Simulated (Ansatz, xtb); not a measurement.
CHBClF3: 4 structures ranked

4 gas-phase structures of CHBClF3, found in a search over its isomers (lower ones may exist). Each was relaxed with GFN2-xTB; where two conformers were screened, the lower at r2SCAN-D4/def2-SVP is listed:

A. a singlet given by its coordinates
B. `FB(Cl)C(F)F`, a singlet
C. `FC(F)(F)BCl`, a singlet
D. `FB(F)[C@H](F)Cl`, a singlet

A (Å):

```xyz
7

C    -0.3810    2.7659    0.2240
B    -0.4280    4.2567    0.7549
Cl   -2.2076    2.8767    0.4384
F    -0.3093    4.4553    2.0452
F    -0.1302    2.4850   -1.0590
F     0.0725    1.7354    0.9383
H    -0.5499    5.1582    0.0244
```

Close contacts (Å): C1–B2 1.58, C1–Cl3 1.84, C1–F5 1.34, C1–F6 1.33, B2–Cl3 2.27, B2–F4 1.31, B2–H7 1.17.

Problem. Which do you expect lowest at r2SCAN-D4/def2-SVP, and how would the others follow?

Solution. Calculated order at r2SCAN-D4/def2-SVP: D (0.0), B (15.1), A (47.3), C (52.3) kcal/mol.

Energies above the lowest of each column, in kcal/mol; the last columns are at PBE0-D3(BJ)/def2-SVP geometries and were run for some of them only (a dash: not run or not comparable):

| structure | GFN2-xTB | HF/STO-3G | r2SCAN-D4/def2-SVP | PBE0-D3(BJ)/def2-SVP | CCSD(T)/def2-SVP + ΔMP2/def2-TZVPP |
| --- | --- | --- | --- | --- | --- |
| D | 0.0 | 0.0 | 0.0 | 0.0 | 0.0 |
| B | 10.8 | 18.8 | 15.1 | 13.4 | 16.6 |
| A | 28.3 | 45.5 | 47.3 | – | – |
| C | 33.7 | 59.5 | 52.3 | – | – |

Every level run on D puts it lowest or level with the lowest. Flexible structures stand in one conformer each, not always the lowest. Frequencies (PBE0-D3(BJ)/def2-SVP) were run for B, D alone. ΔMP2 is the change of the MP2 energy from the smaller to the larger basis.

Over these structures GFN2-xTB departs from r2SCAN-D4/def2-SVP by 8.3 kcal/mol on average once a common shift is removed. A GFN2-xTB relaxation took about 0.067 s and the r2SCAN-D4/def2-SVP energy about 2.6 s on a shared host (Ansatz 0.2.0, xtb 6.7.1).
